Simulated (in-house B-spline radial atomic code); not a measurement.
Configurations of S6+, with energies counted from [He] 2s2 2p6. Method: non-relativistic M06-2X, spin-polarised, spherical fractional occupations, exact exchange averaged over the configuration, point nucleus. Calculated with an all-electron radial atomic-structure program (B-spline basis). Shells without spins written out take the highest spin.

```csv
configuration,E - E(ref) (eV),highest orbital,its <r> (bohr)
[He] 2s2 2p5 3p1,182.52,3p up,1.351
[He] 2s1 2p6 3p1,239.1,3p up,1.355
```

Task: Order these further configurations by energy, lowest first.
A. [He] 2s1 2p6 3d1
B. [He] 2s1 2p6 3s1
C. [He] 2s2 2p5 3s1

Result: C (169.47 eV), B (225.94 eV), A (257.11 eV).
